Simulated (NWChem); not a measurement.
System: BSiH4F; SMILES FB[SiH3]

Here is an NWChem input.

```
start job
memory heap 200 mb stack 900 mb global 1100 mb
geometry units angstroms
  B     -0.550273    -0.778950    -0.000035
  F      0.298263    -1.804950    -0.000065
  H     -1.741841    -1.060780     0.000136
  Si     0.116116     1.150763     0.000239
  H     -0.431559     1.858493     1.215734
  H     -0.439049     1.862136    -1.209658
  H      1.615852     1.281616    -0.004030
end
basis spherical
  * library sto-3g
end
dft
  xc hfexch
  iterations 150
end
driver
  maxiter 120
end
task dft optimize
task dft freq
```

The level has its own optimisation; frequencies are unscaled.

### Question
Predict the main results of this run. (Hartree-Fock/STO-3G.) Quantities: r B–F (Å); r B–H (Å); r B–Si (Å); r H–Si (Å); highest harmonic frequency (cm⁻¹); lowest (cm⁻¹); zero-point energy (kcal/mol); dipole (D).

### Answer
r B–F (Å): 1.298
r B–H (Å): 1.171
r B–Si (Å): 1.980
r H–Si (Å): 1.424
highest harmonic frequency (cm⁻¹): 3174
lowest (cm⁻¹): 59
zero-point energy (kcal/mol): 31.4
dipole (D): 0.11
